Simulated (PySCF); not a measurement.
# One molecule, several mistakes: AlBCClH4

All numbers below are calculated, not measured. They come from PySCF 2.14.0, an open-source quantum chemistry program, on an isolated molecule that a program drew, which may never have been made. The molecule is AlBCClH4 (charge 0, doublet), drawn as the SMILES string `[AlH][CH2]BCl`.

Each row is a Hartree-Fock (HF) and frozen-core CCSD(T) single point in the cc-pV(D+d)Z basis, meant for a local HF minimum. Run 1 is clean. Each other run has one planted mistake out of seven kinds, and not every kind appears here: one electron removed, one electron added, multiplicity raised by two, geometry at a saddle point, minimal basis STO-3G, one bond length entered in bohr, all coordinates scaled. The reference is restricted for singlets and unrestricted otherwise, and also for a bond in bohr. Adding or removing an electron swaps singlet and doublet. Electrons count all cores. HOMO and LUMO are orbital energies over both spins, the gradient is its largest component, and the lowest frequency (negative if imaginary) is given only where the gradient is small. Bond lengths are over the 7 bonds as drawn. T1 is the CCSD diagnostic: over 0.02 (restricted) or 0.045 (unrestricted) a single reference is doubtful.

Geometry of the clean run:
```xyz
8
AlBCClH4, angstrom
Al    0.1468   -0.7559   -1.6092
C     0.1587   -0.1514    0.3039
B     0.2539   -1.3726    1.2262
Cl    1.8504   -2.0377    1.6863
H    -0.6604   -2.0731   -1.9946
H    -0.8028    0.3709    0.3999
H     0.9823    0.5602    0.3975
H    -0.6910   -1.9859    1.6242
```

```
run  electrons  basis functions  <S^2>  HOMO (eV)  LUMO (eV)  gradient (hartree/bohr)  lowest frequency (cm^-1)  mean bond (Å)  longest bond (Å)      T1  HF (hartree)  CCSD(T) (hartree)               mistake
  1         45               94  0.754      -8.23       0.66                  3.1e-05                        56         1.4725             2.006  0.0146    -766.32402         -766.79564              no fault
  2         44               94  0.000     -15.67      -6.82                  4.0e-02                         -         1.4725             2.006  0.0174    -766.04673         -766.51642  one electron removed
  3         46               94  0.000      -0.61       6.19                  5.0e-02                         -         1.4725             2.006  0.0207    -766.31755         -766.82685                     ?
  4         45               32  0.756      -5.20       6.00                  3.0e-02                         -         1.4725             2.006  0.0138    -757.69904         -757.85355                     ?
```

**Which mistake was planted in run 3, and what did it cost?**

It counts 46 electrons, one more than the clean run, at the same geometry and basis. So the mistake is: one electron added. Subtracting run 1 and multiplying by 627.51 kcal/mol a hartree, the energy moved by 4.1 kcal/mol in HF and -19.6 kcal/mol in CCSD(T).

**Which mistake was planted in run 4, and what did it cost?**

It has 32 basis functions where the clean run has 94, with the same electrons and geometry. So the mistake is: minimal basis STO-3G. Subtracting run 1 and multiplying by 627.51 kcal/mol a hartree, the energy moved by 5412.3 kcal/mol in HF and 5611.2 kcal/mol in CCSD(T).

Cautions from the logs. Run 3: T1 is over the limit, so its CCSD(T) energy is less reliable.
